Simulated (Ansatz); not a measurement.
Frontier orbitals of `[F][Ti]1234([F])([Cl])[C@H]5[C@@H]1[C@@H]2[C@@H]3[C@H]54`.

The species carries charge 0 and has multiplicity 1. Correlated methods include outer-core shells of Ti, which these sets cover unevenly. Scalar relativity is left out up to krypton. The geometry is a stationary point of PBE0-D4/def2-TZVP. Basis def2-TZVPP, the Gaussian-basis code of Ansatz.

| functional | HOMO (eV) | LUMO (eV) | gap (eV) |
| --- | --- | --- | --- |
| PBE | -6.79 | -3.43 | 3.36 |
| revPBE | -6.71 | -3.33 | 3.38 |
| PBE0 | -7.93 | -2.45 | 5.48 |
| CAM-B3LYP | -9.16 | -1.38 | 7.78 |
| ωB97X-V | -10.11 | -0.26 | 9.85 |
| ωB97M-V | -10.01 | -0.27 | 9.74 |

From PBE to PBE0 the HOMO moves by −1.15 eV and the LUMO by +0.97 eV, and with ωB97M-V by −3.22 and +3.16 eV, so the gap grows from 3.36 to 9.74 eV with exact exchange.
